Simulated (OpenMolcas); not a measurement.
Computed levels of 2s² 2p² in ions with 6 electrons, in cm-1 above ³P₀.

* Program: OpenMolcas
* Method: XMS-CASPT2, IPEA 0.25 Eh, imaginary shift 0.1 Eh
* Basis: ANO-RCC-VTZP
* Scalar Hamiltonian: DKH2, point nucleus
* Spin-orbit coupling: RASSI with atomic mean-field integrals over the reference wave functions, term energies averaged over their components

Active space for each ion: 2 electrons in 3 orbitals (2p); closed shells correlated by CASPT2: 1s 2s.

```csv
Level,C,O2+,F3+,Ne4+
³P₁,15.8,114,231,412
³P₂,47.2,336,675,1190
¹D₂,10140,20760,25890,30940
¹S₀,23590,47740,59450,70380
```

Problem. Estimate ³P₂, ¹D₂, ¹S₀ for N+ from its neighbours C and O2+.

Solution. ³P₂ is fine structure, which grows about as the fourth power of a screened charge, so the fourth roots are averaged: ((47.2^0.25 + 336^0.25) / 2)^4 = 142. The calculation gives 141, so the estimate is off by +0.7 %; the measured value is 131 (NIST Handbook of Basic Atomic Spectroscopic Data).
¹D₂ is another term, which grows about linearly with the charge: (10140 + 20760) / 2 = 15450. The calculation gives 15600, so the estimate is off by -1.0 %; the measured value is 15316 (NIST Handbook of Basic Atomic Spectroscopic Data).
¹S₀ is another term, which grows about linearly with the charge: (23590 + 47740) / 2 = 35665. The calculation gives 36440, so the estimate is off by -2.1 %; the measured value is 32689 (NIST Handbook of Basic Atomic Spectroscopic Data).

CASPT2 breaks the degeneracy within a term, and the mean is taken; among the terms shown or strongly mixed into the levels shown the widest spread is 620 cm-1 (2s² 2p² ¹D, N+). With the s shell closed, the reference lacks s² → p² mixing. Computed and measured levels are paired by configuration, term and J; levels that our copy of the source lacks, or whose pairing is in doubt (as where it misses far off the trend of its configuration), stay unpaired and out of the deviations. Levels of configurations outside the active space are missing.
